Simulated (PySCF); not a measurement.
ClGa, charge -1, doublet, geometry from GFN2-xTB (such geometries of metal compounds can be far from the true shape) (a state made from the parent by changing its charge; the spin is typed, not shown lowest) (a gas-phase anion, which may not be bound at this level); PySCF with CASSCF(5,5)+NEVPT2/6-31G*.

PySCF was given this input:
```python
from pyscf import gto, scf, mcscf, mrpt
import numpy

mol = gto.Mole()
mol.atom = '''
    Ga   -0.000000   -0.000000   -0.854968
    Cl    0.000000    0.000000    1.559059
'''
mol.basis = '6-31g*'
mol.charge = -1
mol.spin = 1
mol.verbose = 4
mol.build()

mf = scf.ROHF(mol)
mf.kernel()
mc = mcscf.CASSCF(mf, 5, 5)
mc.fix_spin_(ss=0.75)
mc.kernel()
occ = numpy.linalg.eigvalsh(mc.fcisolver.make_rdm1(mc.ci, mc.ncas, mc.nelecas))[::-1]
ss = mc.fcisolver.spin_square(mc.ci, mc.ncas, mc.nelecas)[0]
print('natural occupations', occ.round(4), ' <S^2>', round(ss, 4))
e2 = mrpt.NEVPT(mc).kernel()
print('E(NEVPT2) = %.10f' % (mc.e_tot + e2))
```

Q: Write the output that PySCF gives for this input, abridged.

A: 
```
PySCF version 2.14.0

[INPUT] verbose = 4
[INPUT] num. atoms = 2
[INPUT] num. electrons = 49
[INPUT] charge = -1
[INPUT] spin (= nelec alpha-beta = 2S) = 1
[INPUT] symmetry False subgroup None
[INPUT] Mole.unit = angstrom
[INPUT] Symbol           X                Y                Z      unit          X                Y                Z       unit  Magmom
[...]
nuclear repulsion = 115.523310283953
number of shells = 20
number of NR pGTOs = 146
number of NR cGTOs = 50
basis = 6-31g*
ecp = {}

******** <class 'pyscf.scf.rohf.ROHF'> ********
method = ROHF
initial guess = minao
damping factor = 0
level_shift factor = 0
DIIS = <class 'pyscf.scf.diis.CDIIS'>
diis_start_cycle = 1
diis_space = 8
diis_damp = 0
SCF conv_tol = 1e-09
SCF conv_tol_grad = None
SCF max_cycles = 50
direct_scf = True
direct_scf_tol = 1e-13
num. doubly occ = 24  num. singly occ = 1
Set gradient conv threshold to 3.16228e-05
init E= -2381.75584757506

WARN: HOMO 0.0136368996512169 >= LUMO 0.0136368996512199

cycle= 1 E= -2382.47329018668  delta_E= -0.717  |g|= 0.284  |ddm|= 0.962
[...]
cycle= 2 E= -2382.50248457636  delta_E= -0.0292  |g|= 0.134  |ddm|= 0.484
[...]
cycle= 3 E= -2382.50801500845  delta_E= -0.00553  |g|= 0.0235  |ddm|= 0.141
[...]
cycle= 4 E= -2382.50841095495  delta_E= -0.000396  |g|= 0.0116  |ddm|= 0.0585
[...]
cycle= 5 E= -2382.50849181367  delta_E= -8.09e-05  |g|= 0.00205  |ddm|= 0.032
[...]
cycle= 6 E= -2382.50849831477  delta_E= -6.5e-06  |g|= 0.00043  |ddm|= 0.0106
[...]
cycle= 7 E= -2382.50849855373  delta_E= -2.39e-07  |g|= 9.89e-05  |ddm|= 0.00164
[...]
cycle= 8 E= -2382.50849856352  delta_E= -9.8e-09  |g|= 2.85e-05  |ddm|= 0.000204
[...]
cycle= 9 E= -2382.50849856444  delta_E= -9.12e-10  |g|= 5.23e-06  |ddm|= 6.98e-05
[...]
Extra cycle  E= -2382.50849856447  delta_E= -3.09e-11  |g|= 2.12e-06  |ddm|= 1.59e-05
converged SCF energy = -2382.50849856447

******** <class 'pyscf.mcscf.mc1step.CASSCF'> ********
CAS (3e+2e, 5o), ncore = 22, nvir = 23
max_cycle_macro = 50
max_cycle_micro = 4
conv_tol = 1e-07
conv_tol_grad = None
orbital rotation max_stepsize = 0.02
orbital rotation threshold for CI restart = 0.01
augmented hessian ah_max_cycle = 30
augmented hessian ah_conv_tol = 1e-12
augmented hessian ah_linear dependence = 1e-14
augmented hessian ah_level shift = 1e-08
augmented hessian ah_start_tol = 2.5
augmented hessian ah_start_cycle = 3
augmented hessian ah_grad_trust_region = 3
kf_trust_region = 3
kf_interval = 4
ci_response_space = 4
ci_grad_trust_region = 3
with_dep4 0
natorb = False
canonicalization = True
sorting_mo_energy = False
ao2mo_level = 2
internal_rotation = False
******** <class 'pyscf.fci.addons.SpinPenaltyFCISolver'> ********
max. cycles = 50
conv_tol = 1e-08
davidson only = True
linear dependence = 1e-12
level shift = 0.001
max iter space = 12
nroots = 1
pspace_size = 400
spin = None
CASCI E = -2382.51199636650  S^2 = 0.7500000
Set conv_tol_grad to 0.000316228
macro iter   1 ( 21 JK    4 micro), CASSCF E = -2382.52041409991  dE = -8.41773342e-03  S^2 = 0.7500000
               |grad[o]|=0.0089  |grad[c]|=0.0105  |ddm|=0.0403  |maxRot[o]|=0.313
macro iter   2 ( 21 JK    4 micro), CASSCF E = -2382.52702623398  dE = -6.61213407e-03  S^2 = 0.7500000
               |grad[o]|=0.0138  |grad[c]|=0.00858  |ddm|=0.0211  |maxRot[o]|=0.289
macro iter   3 ( 12 JK    3 micro), CASSCF E = -2382.52884351367  dE = -1.81727969e-03  S^2 = 0.7500000
               |grad[o]|=0.00946  |grad[c]|=0.00279  |ddm|=0.00213  |maxRot[o]|=0.105
macro iter   4 ( 21 JK    4 micro), CASSCF E = -2382.52955988213  dE = -7.16368456e-04  S^2 = 0.7500000
               |grad[o]|=0.00577  |grad[c]|=0.00391  |ddm|=0.0138  |maxRot[o]|=0.315
macro iter   5 ( 21 JK    4 micro), CASSCF E = -2382.52977961055  dE = -2.19728422e-04  S^2 = 0.7500000
               |grad[o]|=0.00701  |grad[c]|=0.0395  |ddm|=0.0181  |maxRot[o]|=0.315
macro iter   6 ( 12 JK    3 micro), CASSCF E = -2382.52992313422  dE = -1.43523673e-04  S^2 = 0.7500000
               |grad[o]|=0.00976  |grad[c]|=0.0144  |ddm|=0.00327  |maxRot[o]|=0.149
macro iter   7 ( 21 JK    4 micro), CASSCF E = -2382.52999169675  dE = -6.85625268e-05  S^2 = 0.7500000
               |grad[o]|=0.00663  |grad[c]|=0.00321  |ddm|=0.00116  |maxRot[o]|=0.0405
macro iter   8 ( 12 JK    3 micro), CASSCF E = -2382.53001148630  dE = -1.97895520e-05  S^2 = 0.7500000
               |grad[o]|=0.00339  |grad[c]|=0.00742  |ddm|=0.00111  |maxRot[o]|=0.0785
macro iter   9 ( 12 JK    3 micro), CASSCF E = -2382.53002162535  dE = -1.01390515e-05  S^2 = 0.7500000
               |grad[o]|=0.00253  |grad[c]|=0.00833  |ddm|=0.000337  |maxRot[o]|=0.0838
macro iter  10 ( 12 JK    3 micro), CASSCF E = -2382.53002780090  dE = -6.17554770e-06  S^2 = 0.7500000
               |grad[o]|=0.00193  |grad[c]|=0.00762  |ddm|=0.000391  |maxRot[o]|=0.0785
macro iter  11 ( 21 JK    4 micro), CASSCF E = -2382.53002716717  dE =  6.33729087e-07  S^2 = 0.7500000
               |grad[o]|=0.00154  |grad[c]|=0.00323  |ddm|=0.00221  |maxRot[o]|=0.142
macro iter  12 ( 21 JK    4 micro), CASSCF E = -2382.53005325923  dE = -2.60920519e-05  S^2 = 0.7500000
               |grad[o]|=0.00191  |grad[c]|=0.00514  |ddm|=0.000706  |maxRot[o]|=0.0808
macro iter  13 ( 21 JK    4 micro), CASSCF E = -2382.53005479929  dE = -1.54006648e-06  S^2 = 0.7500000
               |grad[o]|=0.00168  |grad[c]|=0.000604  |ddm|=0.000194  |maxRot[o]|=0.0448
macro iter  14 ( 17 JK    4 micro), CASSCF E = -2382.53006116778  dE = -6.36849245e-06  S^2 = 0.7500000
               |grad[o]|=0.00118  |grad[c]|=0.00111  |ddm|=0.000467  |maxRot[o]|=0.0518
macro iter  15 ( 17 JK    4 micro), CASSCF E = -2382.53006599668  dE = -4.82889845e-06  S^2 = 0.7500000
               |grad[o]|=0.000846  |grad[c]|=0.00117  |ddm|=0.000283  |maxRot[o]|=0.0602
macro iter  16 (  7 JK    2 micro), CASSCF E = -2382.53006868982  dE = -2.69314069e-06  S^2 = 0.7500000
               |grad[o]|=0.00031  |grad[c]|=0.00129  |ddm|=0.000176  |maxRot[o]|=0.0649
macro iter  17 (  4 JK    1 micro), CASSCF E = -2382.53006944249  dE = -7.52670985e-07  S^2 = 0.7500000
               |grad[o]|=0.000136  |grad[c]|=0.000653  |ddm|=9.93e-05  |maxRot[o]|=0.0385
macro iter  18 (  3 JK    1 micro), CASSCF E = -2382.53006959426  dE = -1.51768745e-07  S^2 = 0.7500000
               |grad[o]|=5.4e-05  |grad[c]|=0.000236  |ddm|=5.28e-05  |maxRot[o]|=0.0196
macro iter  19 (  1 JK    1 micro), CASSCF E = -2382.53006959431  dE = -4.95674612e-11  S^2 = 0.7500000
               |grad[o]|=1.84e-05  |grad[c]|=8.06e-06  |ddm|=4.46e-06  |maxRot[o]|=    0
1-step CASSCF converged in  19 macro (277 JK  60 micro) steps
CASSCF canonicalization
Density matrix diagonal elements [1.99960561 1.93210031 1.         0.04776086 0.02053323]
CASSCF energy = -2382.53006959431
CASCI E = -2382.53006959431  E(CI) = -6.87201117543691  S^2 = 0.7500000
natural occupations [1.9996 1.9321 1.     0.0478 0.0205]  <S^2> 0.75

******** <class 'pyscf.mrpt.nevpt2.NEVPT'> ********
NEVPT2 (3e+2e, 5o), ncore = 22, nvir = 23
root = 0
Natural occ [1.99960591 1.93210276 1.         0.04776056 0.02053078]
Natural orbital (expansion on meta-Lowdin AOs) in CAS space
               #1        #2        #3        #4        #5
0 Ga 1s         -0.00000   0.00257   0.00000  -0.00000  -0.00027
0 Ga 2s          0.00000  -0.01251  -0.00000  -0.00000   0.00155
0 Ga 3s         -0.00000   0.07882   0.00000   0.00000  -0.00972
0 Ga 4s         -0.00000   0.93574   0.00000  -0.00000  -0.16043
0 Ga 5s         -0.00000  -0.09741  -0.00000  -0.00000   0.21567
0 Ga 2px        -0.00005   0.00000   0.00020   0.00052   0.00000
0 Ga 2py         0.00003  -0.00000   0.00031  -0.00034  -0.00000
0 Ga 2pz         0.00000   0.00002  -0.00000   0.00000   0.00054
0 Ga 3px         0.02180   0.00000  -0.00273  -0.00472  -0.00000
0 Ga 3py        -0.01423  -0.00000  -0.00419   0.00308   0.00000
0 Ga 3pz         0.00000  -0.00136   0.00000   0.00000  -0.00412
0 Ga 4px         0.00916   0.00000   0.52678   0.79182   0.00000
0 Ga 4py        -0.00598  -0.00000   0.80667  -0.51708  -0.00000
0 Ga 4pz         0.00000   0.29591   0.00000  -0.00000   0.74925
0 Ga 5px         0.00181   0.00000   0.12011  -0.17663  -0.00000
0 Ga 5py        -0.00118  -0.00000   0.18393   0.11535   0.00000
0 Ga 5pz        -0.00000   0.00715   0.00000  -0.00000  -0.18181
0 Ga 3dxy        0.00000   0.04319  -0.00000   0.00000   0.00069
0 Ga 3dyz        0.54510   0.00000   0.00079   0.00093  -0.00000
0 Ga 3dz^2      -0.00000   0.01103  -0.00000   0.00000   0.00175
0 Ga 3dxz       -0.83473  -0.00000   0.00052  -0.00142   0.00000
0 Ga 3dx2-y2    -0.00000  -0.01897  -0.00000  -0.00000  -0.00030
0 Ga 4dxy        0.00000   0.00638  -0.00000  -0.00000   0.19751
0 Ga 4dyz        0.00042  -0.00000  -0.00505   0.07669   0.00000
0 Ga 4dz^2       0.00000   0.01952   0.00000   0.00000  -0.27494
0 Ga 4dxz       -0.00065   0.00000  -0.00330  -0.11744  -0.00000
0 Ga 4dx2-y2    -0.00000  -0.00280  -0.00000   0.00000  -0.08674
0 Ga 5dxy        0.00000   0.00500  -0.00000  -0.00000   0.18189
0 Ga 5dyz       -0.00213  -0.00000  -0.00820   0.06616   0.00000
0 Ga 5dz^2       0.00000   0.01897   0.00000   0.00000  -0.23018
0 Ga 5dxz        0.00327   0.00000  -0.00536  -0.10132  -0.00000
0 Ga 5dx2-y2    -0.00000  -0.00220  -0.00000   0.00000  -0.07988
1 Cl 1s          0.00000  -0.00002   0.00000  -0.00000   0.00005
1 Cl 2s          0.00000   0.00036   0.00000  -0.00000  -0.00029
1 Cl 3s          0.00000   0.05202   0.00000  -0.00000  -0.17929
1 Cl 4s         -0.00000  -0.00093  -0.00000   0.00000  -0.12978
1 Cl 2px         0.00016  -0.00000  -0.00017  -0.00010   0.00000
1 Cl 2py        -0.00010   0.00000  -0.00025   0.00006  -0.00000
1 Cl 2pz         0.00000  -0.00033  -0.00000  -0.00000   0.00007
1 Cl 3px         0.06067   0.00000  -0.08001  -0.12431  -0.00000
1 Cl 3py        -0.03962  -0.00000  -0.12252   0.08118   0.00000
1 Cl 3pz        -0.00000  -0.12046  -0.00000   0.00000   0.25684
1 Cl 4px         0.00393   0.00000  -0.02239  -0.05735  -0.00000
1 Cl 4py        -0.00257  -0.00000  -0.03429   0.03745   0.00000
1 Cl 4pz        -0.00000  -0.02191   0.00000   0.00000   0.05995
1 Cl 3dxy       -0.00000   0.00023  -0.00000  -0.00000   0.00055
1 Cl 3dyz       -0.00009   0.00000  -0.01389  -0.00426  -0.00000
1 Cl 3dz^2       0.00000  -0.00605  -0.00000   0.00000  -0.00906
1 Cl 3dxz        0.00013  -0.00000  -0.00907   0.00653   0.00000
1 Cl 3dx2-y2     0.00000  -0.00010  -0.00000   0.00000  -0.00024
<CAS-nat-orb|mo-hf>  23     16      -0.99668665
<CAS-nat-orb|mo-hf>  24     21       0.44644005
<CAS-nat-orb|mo-hf>  24     24       0.89307849
<CAS-nat-orb|mo-hf>  25     25       0.99990503
<CAS-nat-orb|mo-hf>  26     26       0.78263330
<CAS-nat-orb|mo-hf>  26     30       0.58910586
<CAS-nat-orb|mo-hf>  27     27       0.58177706
<CAS-nat-orb|mo-hf>  27     31       0.65212124
Sr    (-1)',   E = -0.00810932270605
Si    (+1)',   E = -0.00112938877746
Sijrs (0)  ,   E = -0.24881986075664
Sijr  (+1) ,   E = -0.02304465385504
Srsi  (-1) ,   E = -0.06971009564619
Srs   (-2) ,   E = -0.01002731232837
Sij   (+2) ,   E = -0.00114364267347
Sir   (0)' ,   E = -0.01069423105602
Nevpt2 Energy = -0.372678507799236
E(NEVPT2) = -2382.9027481021
```
